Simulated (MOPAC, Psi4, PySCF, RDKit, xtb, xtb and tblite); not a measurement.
Two geometries of CH4BF3Si, SMILES F[Si](F)(F)CB, relaxed at GFN2-xTB with one dihedral held; other torsions can differ between them too.

Structure A

```
10

B      1.5511    -0.0070     0.3555
C      0.3250    -0.6074    -0.4147
Si    -1.0021     0.6866    -0.6970
F     -2.2893     0.1428    -1.4558
F     -1.5840     1.3354     0.6310
F     -0.5494     1.9345    -1.5670
H      1.8768    -0.4389     1.3903
H      2.1811     0.8378    -0.1480
H     -0.1117    -1.4783     0.0730
H      0.6511    -0.9245    -1.4087
```

Structure B

```
10

B      1.5403     0.0081     0.3291
C      0.3384    -0.6415    -0.4313
Si    -1.2199     0.2671     0.0862
F     -2.5445    -0.2756    -0.6062
F     -1.5468     0.2029     1.6383
F     -1.2278     1.8208    -0.2395
H      1.8600    -0.4033     1.3740
H      2.1034     0.9168    -0.1401
H      0.2011    -1.6960    -0.1906
H      0.4244    -0.5556    -1.5149
```

**Question.** Which is lower in energy at the level DF-MP2 (frozen core)/cc-pVTZ // GFN2-xTB in Psi4 1.11, and by how much?

**Answer.** B is lower, by 0.47 kcal/mol (dihedral H7–B1–C2–Si3: 120° in A, 90° in B).

E(B) − E(A) in kcal/mol at the other levels, on the same two geometries: GFN2-xTB (xtb and tblite) -0.80; B3LYP/def2-TZVP // GFN2-xTB (Psi4) -0.33; B3LYP-D3(BJ)/def2-TZVP // GFN2-xTB (Psi4) -0.40; PBE/def2-TZVP // GFN2-xTB (Psi4) -0.52; PBE-D3(BJ)/def2-TZVP // GFN2-xTB (Psi4) -0.56; wB97X-D/def2-TZVP // GFN2-xTB (Psi4) -0.39; HF/cc-pVTZ // GFN2-xTB (Psi4) -0.07; UFF // GFN2-xTB (RDKit) 1.04; AM1, restricted, heats of formation // GFN2-xTB (MOPAC) 0.42; PM7, restricted, heats of formation // GFN2-xTB (MOPAC) -0.23; GFN1-xTB // GFN2-xTB (xtb) -1.03; restricted B3LYP/6-31G*, spherical d, density fitting // GFN2-xTB (PySCF) -0.44; restricted B3LYP/3-21G // GFN2-xTB (PySCF) -0.45; restricted B3LYP/LANL2DZ, with its core potentials past Ne // GFN2-xTB (PySCF) 0.27; restricted B3LYP/6-311+G**, spherical d, density fitting // GFN2-xTB (PySCF) -0.25.
